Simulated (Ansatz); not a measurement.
CH$_{6}$FNOSn (`[CH3][Sn]([NH2])([OH])[F]`). The species carries charge 0 and has multiplicity 1. Sn takes the def2 core potential. The geometry is a stationary point of PBE0-D4/def2-TZVP. It is one conformer, not always the lowest.

```xyz
11

C     0.728   -1.291   -1.033
Sn   -0.063    0.371    0.003
N    -0.491    0.056    1.932
O    -1.695    1.110   -0.771
F     1.186    1.835   -0.208
H     1.522   -1.749   -0.444
H     1.128   -0.951   -1.987
H    -0.067   -2.017   -1.202
H     0.305   -0.152    2.521
H    -1.013    0.814    2.352
H    -1.541    1.974   -1.163
```

(1) What is the dipole moment at B3LYP/def2-TZVPP? (Estimate.)

(2) And with PBE, r2SCAN, ωB97M-V? (An estimate is asked.)

(3) Give the Mulliken charges with B3LYP, PBE, r2SCAN in def2-TZVPP. (Best estimate.)

Results:

(1) Ansatz gave: 1.78 D, with components (0.77, -1.57, 0.36) D in this frame, pointing from negative to positive charge.

(2) Ansatz gave: PBE 1.71 D, r2SCAN 1.76 D, ωB97M-V 1.76 D.

(3) Computed: 
| atom | B3LYP | PBE | r2SCAN |
| --- | --- | --- | --- |
| C1 | -0.59 | -0.58 | -0.48 |
| Sn2 | 1.33 | 1.19 | 1.28 |
| N3 | -0.54 | -0.53 | -0.57 |
| O4 | -0.57 | -0.52 | -0.58 |
| F5 | -0.51 | -0.47 | -0.50 |
| H6 | 0.13 | 0.13 | 0.11 |
| H7 | 0.14 | 0.14 | 0.12 |
| H8 | 0.14 | 0.15 | 0.12 |
| H9 | 0.13 | 0.14 | 0.15 |
| H10 | 0.15 | 0.16 | 0.16 |
| H11 | 0.19 | 0.19 | 0.20 |

B3LYP here is the variant with VWN-RPA as its local correlation; programs differ in this.
